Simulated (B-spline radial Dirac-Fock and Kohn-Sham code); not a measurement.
## Binding energies of K¹⁵⁺ at several levels of theory

System: K¹⁵⁺, [He] 2s2.

The density-functional columns are spherical, spin-unpolarised Dirac-Kohn-Sham results without Breit or QED terms: −ε is minus the orbital energy of the initial state and ΔSCF the difference of two total energies. The reference in the last column comes from Dirac-Fock ΔSCF + Breit + QED. All numbers are from a radial atomic solver, in eV; a selection of levels is shown. The Kohn-Sham columns are given as differences from the reference.

```csv
level,LDA −ε − DF,LDA ΔSCF − DF,Dirac-Fock
K (1s),-128.0,+9.9,4415.2
L1 (2s),-26.8,+5.4,961.9
```

For the outermost level NIST gives 967.7 ± 0.3 eV (semi-empirical); the differences from it are LDA −ε -32.58, LDA ΔSCF -0.44, Dirac-Fock -5.82 eV.

Values without a named source are computed, but for edge energies of neutral atoms, which are taken from tables.
